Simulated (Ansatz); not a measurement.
C₄H₁₃O₂Si (SMILES CO[Si](C)(C)[OH+]C), charge +1, singlet, at a GFN2-xTB geometry. Base run: B3LYP/6-31G (Ansatz, a quantum-chemistry and plane-wave program).

Geometry (Å):
```xyz
20

C     -1.9293    -1.2591    -1.2485
O     -0.7118    -0.6912    -0.8083
Si    -0.2551     0.3254     0.3361
C     -0.6718     2.1509     0.1082
C     -0.1549    -0.3903     2.0819
O      1.5019     0.3777    -0.2687
C      2.2930    -0.7821    -0.5522
H     -1.7050    -1.8646    -2.1253
H     -2.3582    -1.8870    -0.4686
H     -2.6385    -0.4775    -1.5164
H     -1.7208     2.3351     0.3232
H     -0.1058     2.8007     0.7701
H     -0.4967     2.4814    -0.9147
H     -1.1369    -0.4314     2.5460
H      0.4724     0.2027     2.7425
H      0.2340    -1.4080     2.0808
H      2.0510     1.1100     0.0393
H      2.7659    -1.1643     0.3520
H      1.6174    -1.5283    -0.9597
H      3.0492    -0.5334    -1.2951
```
Charge +1, spin multiplicity 1.
All else is at Ansatz's defaults.
Base energy -599.88436 Eh.

Variants of this job, named by their change:

| change | ΔE vs base (mEh) |
|---|---|
| base | 0.000 |
| fitting.mean_field = def2-universal-JKFIT | -0.115 |
| lower_state_search = full | 0.000 |
| accuracy = high | 0.010 |
| lower_state_search = light | 0.000 |
| final_grid = 10, 20, 41 | 0.000 |
| point_charge = charge:-1.0 position_ang:-3.0721, -2.5466, -4.9175 | -82.293 |
| forces = on | 0.000 |
| lower_state_search = off | 0.000 |
| final_grid = 4, 8, 17 | -0.075 |
| point_charge = charge:0.5 position_ang:-4.9283, 2.3208, 3.3335 | 40.194 |
